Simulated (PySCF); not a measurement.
Species: CH7O2Si2 (doublet state).
Geometry (GFN2-xTB, Å), atoms numbered from 1 in this order:
```xyz
12
CH7O2Si2 angstrom
O      2.036    1.169   -0.681
C      1.967    0.562    0.528
Si     0.467   -0.354    1.098
O     -0.505   -0.150   -0.205
Si    -1.861   -0.320   -1.067
H      1.195    1.024   -1.137
H      2.880    0.688    1.088
H     -0.218    0.238    2.251
H      0.654   -1.797    1.279
H     -1.562    0.401   -2.304
H     -2.090   -1.745   -1.294
H     -2.961    0.284   -0.320
```

The hyperfine couplings belong to this conformer and change with its torsions.

As a line formula: `O[CH][SiH2]O[SiH3]` [radical].

The calculation used UKS B3LYP, pcH-1 on C H O Si, non-relativistic, mean-field spin-orbit, GIAO (PySCF). Isolated species at its GFN2-xTB geometry (one conformer only). A GFN2-xTB geometry isn't a minimum of the functional, and hyperfine couplings can be far from their values at a DFT geometry. The SCF solution wasn't tested for stability.

The Mulliken spin populations are largest on C2 (+0.84) and O1 (+0.16). The angles at C2 add up to 360.0°, so it is planar; its axial dipolar tensor and the negative coupling of its proton fit spin in a p orbital normal to that plane.

Q: McConnell's relation a(H) = Q·ρ ties the coupling of a proton on a planar π carbon to the spin population of that carbon. What Q do the computed values give?

A: 
| H | C | ρ(C) | a(H) (G) | a/ρ (G) |
| --- | --- | --- | --- | --- |
| H7 | C2 | +0.839 | -18.85 | -22.5 |

One proton gives one ratio, Q = -22.5 G, and no test of linearity. In McConnell's picture π spin on carbon polarises the C–H bond and leaves opposite spin at the proton, which makes Q negative, as found here.

Couplings in gauss use g_iso = 2.0035.
